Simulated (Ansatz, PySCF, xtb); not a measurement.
Barrier from R1 to the saddle point P1, each structure at its B3LYP-D3(BJ)/def2-TZVP stationary point, reached from a drawn start; harmonic modes at that level show the others as minima.
R1, NH3 (SMILES N) (charge 0, multiplicity 1, Z-matrix in Å and degrees):
```
N
H 1 1.0136
H 1 1.0136 2 107.33
H 1 1.0136 2 107.33 3 -115.10
```
P1, H3N, a first-order saddle point (one imaginary mode, 800i cm⁻¹) (charge 0, multiplicity 1):
| atom | x (Å) | y (Å) | z (Å) |
|---|---|---|---|
| N | 0.0000 | 0.0000 | 0.0000 |
| H | 0.9974 | 0.0000 | 0.0000 |
| H | -0.4987 | 0.8638 | 0.0000 |
| H | -0.4987 | -0.8638 | 0.0000 |

P less R. No zero-point or thermal terms. No path was followed down from the saddle.

Correlated levels freeze the cores.

Run with Ansatz (Gaussian orbitals); PySCF for the D3/D4 terms; xtb for the GFN methods. All values are computed, each at the level named.

Problem. Give the barrier height at the level GFN2-xTB.

Solution. 266 meV

Problem. What is the computed barrier height (CAM-B3LYP-D3(BJ)/def2-TZVPP)?

Solution. 186 meV

Problem. Predict the barrier height from B2PLYP-D3(BJ)/def2-TZVPP.

Solution. 219 meV

Ansatz is a program for electronic structure.
